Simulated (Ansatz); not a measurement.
`C/C=C(\F)[SiH3]` and `C/C=C(\F)C=S` differ in one atom or group.

Ansatz, PBE0-D4/def2-TZVP geometries, multiplicity 1. Each molecule was computed in one conformer, which needn't be the lowest.

```tsv
property	`C/C=C(\F)[SiH3]`
HOMO–LUMO gap (ωB97M-V/def2-TZVPP) / eV	11.55
LUMO energy (ωB97M-V/def2-TZVPP) / eV	1.98
HOMO energy (PBE/def2-TZVPP) / eV	-6.16
size of the dipole moment (ωB97M-V/def2-TZVPP) / D	1.50
LUMO energy (B3LYP/def2-TZVPP) / eV	-0.32
HOMO–LUMO gap (B3LYP/def2-TZVPP) / eV	6.82
```

(1) What does the change do to each property? (An estimate is asked.)

Results:

(1) Computed: 
```tsv
property	`C/C=C(\F)C=S`	shift
HOMO–LUMO gap (ωB97M-V/def2-TZVPP) / eV	8.11	-3.44
LUMO energy (ωB97M-V/def2-TZVPP) / eV	-0.82	-2.80
HOMO energy (PBE/def2-TZVPP) / eV	-5.39	0.77
size of the dipole moment (ωB97M-V/def2-TZVPP) / D	2.02	0.52
LUMO energy (B3LYP/def2-TZVPP) / eV	-3.04	-2.72
HOMO–LUMO gap (B3LYP/def2-TZVPP) / eV	3.38	-3.44
```

With PBE0 the HOMO rises by 0.68 eV and the LUMO falls by 2.77 eV, so the gap narrows by about 3.45 eV. PBE moves the HOMO by 0.77 eV and ωB97M-V by 0.63 eV. Dipoles are sizes alone; their direction can turn.

B3LYP here is the variant with VWN-RPA as its local correlation; programs differ in this.
